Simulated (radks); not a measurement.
Valence configurations of the cadmium ion Cd2+ (all share [Kr]). All-electron calculation, Dirac Kohn-Sham, BLYP, spin-unpolarised, spherical densities, finite nucleus; open shells fill j = l - 1/2 first; Fermi nuclear charge, rms radius 4.6087 fm. Program: a radial shooting solver on a logarithmic mesh with Libxc functionals. Energies are relative to 4d10; eigenvalues in eV.

| valence | E (eV) | e(4d3/2) | e(4d5/2) | e(5p1/2) | e(5p3/2) | e(5s1/2) |
|---|---|---|---|---|---|---|
| 4d10 | 0.000 | -30.777 | -30.059 | - | - | - |
| 4d9.5 5s0.5 | 4.556 | -32.876 | -32.137 | - | - | -22.401 |
| 4d9 5p1 | 16.567 | -36.228 | -35.464 | -17.114 | - | - |
| 4d8 5p2 | 36.756 | -41.731 | -40.920 | -18.867 | - | - |
| 4d8 5s2 | 22.109 | -39.454 | -38.650 | - | - | -24.915 |
| 4d7 5p3 | 61.453 | -47.458 | -46.599 | -20.637 | -19.892 | - |
| 4d9 5s1 | 9.744 | -35.027 | -34.266 | - | - | -23.243 |
| 4d8.5 5s1.5 | 15.588 | -37.221 | -36.439 | - | - | -24.082 |
| 4d7 5s1 5p2 | 52.788 | -46.211 | -45.356 | -20.014 | - | -27.884 |
| 4d8 5s0.5 5p1.5 | 33.051 | -41.176 | -40.367 | -18.588 | - | -25.971 |

NIST lists [Kr] 4d10 as the ground configuration; this level of theory agrees among the configurations tried. The energies are those of spherical spin-averaged densities, not of single terms.
